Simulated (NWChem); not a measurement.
System: CH₂BFO₂; SMILES O=CB(O)F

```xyz
7

O     -0.6163    -1.9168     0.0941
C      0.1981    -1.0657     0.4126
B     -0.0368     0.5112     0.1644
O     -1.1718     0.9479    -0.4187
F      0.9231     1.3714     0.5522
H      1.1781    -1.3664     0.9096
H     -1.1942     1.9198    -0.5128
```
Atoms are numbered in this order, from 1.

Geometry: optimised at PBE-D3(BJ)/def2-SVP.

 Unshifted, non-relativistic core excitations; the lowest 4 roots alone, so stronger bands may lie above.

### Question
List the first F K-edge excitations from PBE0/6-311G** (spherical d), restricted-window TDA (NWChem).

### Answer
```csv
state,energy (eV),dipole oscillator strength,leading excitation (squared amplitude)
S1,670.5,0.0069,1s of atom 5 or its equivalents → LUMO (0.98)
S2,673.8,0.0012,1s of atom 5 or its equivalents → LUMO+1 (0.98)
S3,674.5,0.0074,1s of atom 5 or its equivalents → LUMO+2 (0.97)
S4,675.3,0.0048,1s of atom 5 or its equivalents → LUMO+3 (0.67)
```
